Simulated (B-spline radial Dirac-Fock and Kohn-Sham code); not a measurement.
## Magnetic form factor of the 3d shell of Zn⁴⁺

System: zinc as Zn⁴⁺, configuration [Ar] 3d8.

Input of the calculation (task.json; shells as n, l, electrons):

```json
{"items": [{
  "Z": 30,
  "q": 4,
  "cfg": [[1, 0, 2], [2, 0, 2], [2, 1, 6], [3, 0, 2], [3, 1, 6], [3, 2, 8]],
  "A": 64,
  "rrms": 3.9283,
  "do": ["scatter"],
  "s": [0.0, 0.06, 0.07, 0.09, 0.11, 0.14, 0.18, 0.22, 0.28, 0.35, 0.43, 0.54, 0.68, 0.85, 1.07, 1.33, 1.67, 2.09, 2.62, 3.28, 4.1, 5.13, 6.42],
  "pz": [0, 0.1, 0.15, 0.22, 0.32, 0.46, 0.68, 1.0, 1.5, 2.2, 3.2, 4.6, 6.8, 10.0, 15.0, 22.0, 32.0, 46.0, 68.0, 100.0, 150.0],
  "hv_scatter": [2000, 10000, 17479.3, 30000, 100000, 200000, 500000, 1000000]
}]}
```

Run with: `python xray_run.py task.json out`

Model: Dirac-Fock densities. Program: a radial atomic solver. ⟨j_K⟩ is the integral of the 3d radial density with the spherical Bessel function j_K(4πsr), s = sin θ/λ.

```csv
s (Å⁻¹),⟨j0⟩,⟨j2⟩,⟨j4⟩
0,1.0000,0.0000,0.0000
0.06,0.9809,0.0076,0.0000
0.07,0.9741,0.0103,0.0001
0.09,0.9576,0.0167,0.0001
0.11,0.9376,0.0245,0.0003
0.14,0.9014,0.0383,0.0008
0.18,0.8436,0.0597,0.0021
0.22,0.7778,0.0829,0.0043
0.28,0.6709,0.1176,0.0096
0.35,0.5447,0.1532,0.0190
0.43,0.4117,0.1822,0.0330
0.54,0.2623,0.1998,0.0541
0.68,0.1323,0.1926,0.0771
0.85,0.0446,0.1608,0.0928
1.07,-0.0022,0.1128,0.0946
1.33,-0.0153,0.0675,0.0818
```

Radial moments of the shell: ⟨r²⟩ = 0.7294, ⟨r⁴⟩ = 1.139, ⟨r⁶⟩ = 3.185 in powers of bohr.
